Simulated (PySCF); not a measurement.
# [La(H2O)3]3+ at several levels of theory

Computed with PySCF 2.14.0 (density fitting, no spin-orbit coupling) at the geometry relaxed with PBE0:

```xyz
10
[La(H2O)3]3+ (singlet; a saddle point, relaxed within its symmetry)
La    0.0000    0.0000    0.0000
O     2.4159    0.0000    0.0000
H     3.0320    0.0000    0.7691
H     3.0320    0.0000   -0.7691
O    -1.2080    2.0922    0.0000
H    -1.5160    2.6258    0.7691
H    -1.5160    2.6258   -0.7691
O    -1.2079   -2.0922    0.0000
H    -1.5160   -2.6258    0.7691
H    -1.5160   -2.6258   -0.7691
```

```csv
level,basis,state,HOMO (eV),gap (eV),charge on La1 (e),population of f-type functions on La1 (polarisation alone where 4f lies in the core),dipole about the centre of mass (D),largest force component (eV/Å)
PBE0,"La lcecp-1-SVP with ECP46, O def2-SVP, H def2-SVP",singlet,-24.40,7.63,2.11,0.05,0.00,0.00
B3LYP,the same,singlet,-24.05,7.00,2.08,0.05,0.00,0.13
```

In the lcecp rows the 4f levels are missing from HOMO and gap, and the state counts the valence alone.

Charges are Mulliken's, which hang on the basis. The relaxation used the grid (50, 194), these runs (75, 302) or, all-electron (x2c bases, spin-free X2C Hamiltonian), (99, 590).

Task: What does BLYP with La lcecp-1-SVP with ECP46, O def2-SVP, H def2-SVP give here?

Result: state singlet, HOMO (eV) -22.38, gap (eV) 4.81, charge on La1 (e) 1.97, population of f-type functions on La1 (polarisation alone where 4f lies in the core) 0.05, dipole about the centre of mass (D) 0.00, largest force component (eV/Å) 0.49. Time: 37 s on 2 threads of Intel(R) Xeon(R) Processor @ 2.50GHz (Skylake/Cascade Lake) (shared host), from an already converged density.

In the first row's basis the gap widens with exact exchange: 4.8 eV for BLYP (none); 7.0 to 7.6 eV for B3LYP, PBE0 (a fixed share).
